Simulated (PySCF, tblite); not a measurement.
Isomers of C6H9OPSi, one GFN2-xTB conformer each. Single-point energies are computed at PBE0/pcSseg-1 (PySCF, gas phase, no added dispersion term), electronic only.

```
               SMILES  GFN2-xTB relative energy (kcal/mol)
   C#CC#CC[Si@H](P)OC                                  0.0
C#CC(=C)[Si@]1(P)CCO1                                  0.3
```

Conformers: `[CH:1]#[C:2][C:3]#[C:4][CH2:5][Si@H:6]([PH2:7])[O:8][CH3:9]` with C4–C5–Si6–P7 164°, C5–Si6–P7–H 67° and 160°, C5–Si6–O8–C9 -59°; `[CH:1]#[C:2][C:3](=[CH2:4])[Si@:5]1([PH2:6])[CH2:7][CH2:8][O:9]1` with C2–C3–Si5–P6 38°, C3–Si5–P6–H -35° and 58°.

**Question.** What does PBE0/pcSseg-1 give for the same structures?

**Answer.** 
```csv
SMILES,PBE0/pcSseg-1 E (Eh),PBE0/pcSseg-1 (kcal/mol),GFN2-xTB (kcal/mol),point group
C#CC(=C)[Si@]1(P)CCO1,-939.37747,0.0,0.3,C1
C#CC#CC[Si@H](P)OC,-939.34769,18.7,0.0,C1
```

GFN2-xTB puts C#CC#CC[Si@H](P)OC lowest instead. As drawn, the lower has a four-membered ring and a C=C bond outside aromatic rings, which the higher lacks.

**Question.** Which frontier levels, dipoles and rotational constants go with these structures?

**Answer.** 
```csv
SMILES,"HOMO (eV, PBE0/pcSseg-1)",LUMO (eV),dipole (D),"A, B, C (MHz)"
C#CC(=C)[Si@]1(P)CCO1,-7.29,-1.41,1.69,"1459, 995.4, 705.6"
C#CC#CC[Si@H](P)OC,-6.99,-0.67,0.97,"2719, 492.2, 429.8"
```

**Question.** What happens when harmonic zero-point energies from GFN2-xTB frequencies are added?

**Answer.** 
| SMILES | ZPE (kcal/mol) | electronic (kcal/mol) | with ZPE (kcal/mol) |
| --- | --- | --- | --- |
| C#CC(=C)[Si@]1(P)CCO1 | 79.9 | 0.0 | 0.0 |
| C#CC#CC[Si@H](P)OC | 76.7 | 18.7 | 15.5 |

The zero-point energies span 3.2 kcal/mol. The order is unchanged.
